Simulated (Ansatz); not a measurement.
Ansatz (an electronic-structure program) input (HF/6-31G*):

Ansatz 0.2 input:
```yaml
crystal:
  periodic: [false, false, false]
  atoms:
    - {symbol: C, position_ang: [1.93745348, -0.09347373, 0.33747433]}
    - {symbol: C, position_ang: [0.68525050, -0.28235263, 0.05571796]}
    - {symbol: C, position_ang: [-0.60734304, -0.45004927, -0.11802739]}
    - {symbol: O, position_ang: [-1.55502892, 0.61170630, -0.12242838]}
    - {symbol: H, position_ang: [2.53095684, 0.08045760, -0.57360989]}
    - {symbol: H, position_ang: [-1.10785788, -1.38836964, -0.27806752]}
    - {symbol: H, position_ang: [-1.07503325, 1.36951535, 0.18011513]}
basis:
  gaussian:
    orbitals: 6-31G*
hamiltonian:
  xc: {name: HF}
total_charge: -1
phonons: {temperatures: {t_min: 298.15, t_max: 298.15, t_step: 100}}
```

Output:

```
Functional definition: HF
integrals: 0.02 GiB planned
729 factors; integrals over basis functions are off by at most 4.3e-4 eV
mean field: 0.12 GiB planned
mean field evaluation 1: about -5168.6226 eV, gradient 3.0e1 eV
mean field evaluation 2: about -5168.6233 eV, gradient 3.0e1 eV
mean field evaluation 4: about -5171.4925 eV, gradient 4.1e0 eV
mean field evaluation 8: about -5171.5840 eV, gradient 2.3e-1 eV
mean field -5171.58437082 eV, -190.0522202019 hartree, gradient 1.3e-5 eV, S^2 0.000000; 0 other end points of the search recorded, 0 dependent functions left out
the calculation of the forces begins
reference -5171.58437082 eV, -190.0522202019 hartree; 15, 15 occupied and 51, 51 virtual orbitals, 729 factors
these checks for a lower state are left out or cut short: stability, starts, cluster_reference, orbital_swaps, neighbouring_geometries, increment
integrals: 0.02 GiB planned
729 factors; integrals over basis functions are off by at most 4.3e-4 eV
mean field: 0.12 GiB planned
mean field evaluation 16: about -5171.5842 eV, gradient 2.3e-6 eV
mean field -5171.58415120 eV, -190.0522121310 hartree, gradient 1.6e-6 eV, S^2 0.000000; 0 other end points of the search recorded, 0 dependent functions left out
the calculation of the forces begins
reference -5171.58415120 eV, -190.0522121310 hartree; 15, 15 occupied and 51, 51 virtual orbitals, 729 factors
these checks for a lower state are left out or cut short: stability, starts, cluster_reference, orbital_swaps, neighbouring_geometries, increment
integrals: 0.02 GiB planned
729 factors; integrals over basis functions are off by at most 4.3e-4 eV
mean field: 0.12 GiB planned
mean field -5171.58414772 eV, -190.0522120031 hartree, gradient 1.6e-6 eV, S^2 0.000000; 0 other end points of the search recorded, 0 dependent functions left out
the calculation of the forces begins
reference -5171.58414772 eV, -190.0522120031 hartree; 15, 15 occupied and 51, 51 virtual orbitals, 729 factors
these checks for a lower state are left out or cut short: stability, starts, cluster_reference, orbital_swaps, neighbouring_geometries, increment
integrals: 0.02 GiB planned
729 factors; integrals over basis functions are off by at most 4.3e-4 eV
mean field: 0.12 GiB planned
mean field evaluation 32: about -5171.5844 eV, gradient 1.7e-6 eV
mean field -5171.58435204 eV, -190.0522195119 hartree, gradient 1.7e-6 eV, S^2 0.000000; 0 other end points of the search recorded, 0 dependent functions left out
the calculation of the forces begins
reference -5171.58435204 eV, -190.0522195119 hartree; 15, 15 occupied and 51, 51 virtual orbitals, 729 factors
these checks for a lower state are left out or cut short: stability, starts, cluster_reference, orbital_swaps, neighbouring_geometries, increment
integrals: 0.02 GiB planned
729 factors; integrals over basis functions are off by at most 4.3e-4 eV
mean field: 0.12 GiB planned
mean field -5171.58434802 eV, -190.0522193641 hartree, gradient 1.6e-6 eV, S^2 0.000000; 0 other end points of the search recorded, 0 dependent functions left out
the calculation of the forces begins
reference -5171.58434802 eV, -190.0522193641 hartree; 15, 15 occupied and 51, 51 virtual orbitals, 729 factors
these checks for a lower state are left out or cut short: stability, starts, cluster_reference, orbital_swaps, neighbouring_geometries, increment
integrals: 0.02 GiB planned
729 factors; integrals over basis functions are off by at most 4.3e-4 eV
mean field: 0.12 GiB planned
mean field -5171.58428955 eV, -190.0522172152 hartree, gradient 1.6e-6 eV, S^2 0.000000; 0 other end points of the search recorded, 0 dependent functions left out
the calculation of the forces begins
reference -5171.58428955 eV, -190.0522172152 hartree; 15, 15 occupied and 51, 51 virtual orbitals, 729 factors
these checks for a lower state are left out or cut short: stability, starts, cluster_reference, orbital_swaps, neighbouring_geometries, increment
integrals: 0.02 GiB planned
729 factors; integrals over basis functions are off by at most 4.3e-4 eV
mean field: 0.12 GiB planned
mean field -5171.58428259 eV, -190.0522169596 hartree, gradient 1.6e-6 eV, S^2 0.000000; 0 other end points of the search recorded, 0 dependent functions left out
the calculation of the forces begins
reference -5171.58428259 eV, -190.0522169596 hartree; 15, 15 occupied and 51, 51 virtual orbitals, 729 factors
these checks for a lower state are left out or cut short: stability, starts, cluster_reference, orbital_swaps, neighbouring_geometries, increment
integrals: 0.02 GiB planned
729 factors; integrals over basis functions are off by at most 4.3e-4 eV
mean field: 0.12 GiB planned
mean field -5171.58400030 eV, -190.0522065857 hartree, gradient 1.7e-6 eV, S^2 0.000000; 0 other end points of the search recorded, 0 dependent functions left out
[...]
mean field -5171.58430591 eV, -190.0522178164 hartree, gradient 1.8e-6 eV, S^2 0.000000; 0 other end points of the search recorded, 0 dependent functions left out
the calculation of the forces begins
reference -5171.58430591 eV, -190.0522178164 hartree; 15, 15 occupied and 51, 51 virtual orbitals, 729 factors
these checks for a lower state are left out or cut short: stability, starts, cluster_reference, orbital_swaps, neighbouring_geometries, increment
integrals: 0.02 GiB planned
729 factors; integrals over basis functions are off by at most 4.3e-4 eV
mean field: 0.12 GiB planned
mean field -5171.58432879 eV, -190.0522186574 hartree, gradient 1.6e-6 eV, S^2 0.000000; 0 other end points of the search recorded, 0 dependent functions left out
the calculation of the forces begins
reference -5171.58432879 eV, -190.0522186574 hartree; 15, 15 occupied and 51, 51 virtual orbitals, 729 factors
these checks for a lower state are left out or cut short: stability, starts, cluster_reference, orbital_swaps, neighbouring_geometries, increment
integrals: 0.02 GiB planned
729 factors; integrals over basis functions are off by at most 4.3e-4 eV
mean field: 0.12 GiB planned
mean field evaluation 224: about -5171.5843 eV, gradient 6.2e-2 eV
mean field -5171.58432811 eV, -190.0522186324 hartree, gradient 1.8e-6 eV, S^2 0.000000; 0 other end points of the search recorded, 0 dependent functions left out
the calculation of the forces begins
reference -5171.58432811 eV, -190.0522186324 hartree; 15, 15 occupied and 51, 51 virtual orbitals, 729 factors
these checks for a lower state are left out or cut short: stability, starts, cluster_reference, orbital_swaps, neighbouring_geometries, increment
integrals: 0.02 GiB planned
729 factors; integrals over basis functions are off by at most 4.3e-4 eV
mean field: 0.12 GiB planned
mean field -5171.58427165 eV, -190.0522165573 hartree, gradient 2.6e-6 eV, S^2 0.000000; 0 other end points of the search recorded, 0 dependent functions left out
the calculation of the forces begins
reference -5171.58427165 eV, -190.0522165573 hartree; 15, 15 occupied and 51, 51 virtual orbitals, 729 factors
these checks for a lower state are left out or cut short: stability, starts, cluster_reference, orbital_swaps, neighbouring_geometries, increment
integrals: 0.02 GiB planned
729 factors; integrals over basis functions are off by at most 4.3e-4 eV
mean field: 0.12 GiB planned
mean field -5171.58427715 eV, -190.0522167597 hartree, gradient 2.1e-6 eV, S^2 0.000000; 0 other end points of the search recorded, 0 dependent functions left out
the calculation of the forces begins
reference -5171.58427715 eV, -190.0522167597 hartree; 15, 15 occupied and 51, 51 virtual orbitals, 729 factors
these checks for a lower state are left out or cut short: stability, starts, cluster_reference, orbital_swaps, neighbouring_geometries, increment
integrals: 0.02 GiB planned
729 factors; integrals over basis functions are off by at most 4.3e-4 eV
mean field: 0.12 GiB planned
mean field -5171.58436383 eV, -190.0522199451 hartree, gradient 1.7e-6 eV, S^2 0.000000; 0 other end points of the search recorded, 0 dependent functions left out
the calculation of the forces begins
reference -5171.58436383 eV, -190.0522199451 hartree; 15, 15 occupied and 51, 51 virtual orbitals, 729 factors
these checks for a lower state are left out or cut short: stability, starts, cluster_reference, orbital_swaps, neighbouring_geometries, increment
integrals: 0.02 GiB planned
729 factors; integrals over basis functions are off by at most 4.3e-4 eV
mean field: 0.12 GiB planned
mean field -5171.58436396 eV, -190.0522199498 hartree, gradient 1.7e-6 eV, S^2 0.000000; 0 other end points of the search recorded, 0 dependent functions left out
the calculation of the forces begins
reference -5171.58436396 eV, -190.0522199498 hartree; 15, 15 occupied and 51, 51 virtual orbitals, 729 factors
these checks for a lower state are left out or cut short: stability, starts, cluster_reference, orbital_swaps, neighbouring_geometries, increment
integrals: 0.02 GiB planned
729 factors; integrals over basis functions are off by at most 4.3e-4 eV
mean field: 0.12 GiB planned
mean field evaluation 256: about -5171.5843 eV, gradient 4.3e-5 eV
mean field -5171.58431400 eV, -190.0522181136 hartree, gradient 1.9e-6 eV, S^2 0.000000; 0 other end points of the search recorded, 0 dependent functions left out
the calculation of the forces begins
reference -5171.58431400 eV, -190.0522181136 hartree; 15, 15 occupied and 51, 51 virtual orbitals, 729 factors
these checks for a lower state are left out or cut short: stability, starts, cluster_reference, orbital_swaps, neighbouring_geometries, increment
integrals: 0.02 GiB planned
729 factors; integrals over basis functions are off by at most 4.3e-4 eV
mean field: 0.12 GiB planned
mean field -5171.58431318 eV, -190.0522180836 hartree, gradient 2.1e-6 eV, S^2 0.000000; 0 other end points of the search recorded, 0 dependent functions left out
the calculation of the forces begins
reference -5171.58431318 eV, -190.0522180836 hartree; 15, 15 occupied and 51, 51 virtual orbitals, 729 factors
these checks for a lower state are left out or cut short: stability, starts, cluster_reference, orbital_swaps, neighbouring_geometries, increment
integrals: 0.02 GiB planned
729 factors; integrals over basis functions are off by at most 4.3e-4 eV
mean field: 0.12 GiB planned
mean field -5171.58424007 eV, -190.0522153967 hartree, gradient 1.6e-6 eV, S^2 0.000000; 0 other end points of the search recorded, 0 dependent functions left out
the calculation of the forces begins
reference -5171.58424007 eV, -190.0522153967 hartree; 15, 15 occupied and 51, 51 virtual orbitals, 729 factors
these checks for a lower state are left out or cut short: stability, starts, cluster_reference, orbital_swaps, neighbouring_geometries, increment
integrals: 0.02 GiB planned
729 factors; integrals over basis functions are off by at most 4.3e-4 eV
mean field: 0.12 GiB planned
mean field -5171.58424725 eV, -190.0522156606 hartree, gradient 1.6e-6 eV, S^2 0.000000; 0 other end points of the search recorded, 0 dependent functions left out
the calculation of the forces begins
reference -5171.58424725 eV, -190.0522156606 hartree; 15, 15 occupied and 51, 51 virtual orbitals, 729 factors
these checks for a lower state are left out or cut short: stability, starts, cluster_reference, orbital_swaps, neighbouring_geometries, increment
integrals: 0.02 GiB planned
729 factors; integrals over basis functions are off by at most 4.3e-4 eV
mean field: 0.12 GiB planned
mean field -5171.58434983 eV, -190.0522194305 hartree, gradient 2.3e-6 eV, S^2 0.000000; 0 other end points of the search recorded, 0 dependent functions left out
the calculation of the forces begins
reference -5171.58434983 eV, -190.0522194305 hartree; 15, 15 occupied and 51, 51 virtual orbitals, 729 factors
these checks for a lower state are left out or cut short: stability, starts, cluster_reference, orbital_swaps, neighbouring_geometries, increment
integrals: 0.02 GiB planned
729 factors; integrals over basis functions are off by at most 4.3e-4 eV
mean field: 0.12 GiB planned
mean field evaluation 288: about -5171.5844 eV, gradient 6.8e-5 eV
mean field -5171.58435301 eV, -190.0522195475 hartree, gradient 2.3e-6 eV, S^2 0.000000; 0 other end points of the search recorded, 0 dependent functions left out
the calculation of the forces begins
reference -5171.58435301 eV, -190.0522195475 hartree; 15, 15 occupied and 51, 51 virtual orbitals, 729 factors
Total energy: -5171.58437082 eV, -190.0522202019 hartree
Atom 0 at     1.937453    -0.093474     0.337474 Å, force     0.000330     0.000808     0.001314 eV/Å
Atom 1 at     0.685250    -0.282353     0.055718 Å, force     0.001671    -0.002029    -0.000940 eV/Å
Atom 2 at    -0.607343    -0.450049    -0.118027 Å, force    -0.002004     0.002784     0.000149 eV/Å
Atom 3 at    -1.555029     0.611706    -0.122428 Å, force     0.001081     0.000697     0.000412 eV/Å
Atom 4 at     2.530957     0.080458    -0.573610 Å, force    -0.001381     0.000314    -0.000301 eV/Å
Atom 5 at    -1.107858    -1.388370    -0.278068 Å, force     0.000134    -0.000962    -0.000040 eV/Å
Atom 6 at    -1.075033     1.369515     0.180115 Å, force     0.000170    -0.001613    -0.000595 eV/Å
Dipole moment:    -0.671589     0.209091    -0.303134 e Å
Vibrations: 229.88 233.04 463.47 603.11 646.68 925.65 990.37 1062.39 1261.24 1336.48 1548.34 2027.36 3045.49 3338.89 4107.50 cm⁻¹, zero-point energy 1.352661 eV
```

The blocks after the first are displaced geometries, from whose forces the wavenumbers follow.

The dipole moment of an ion depends on the origin.
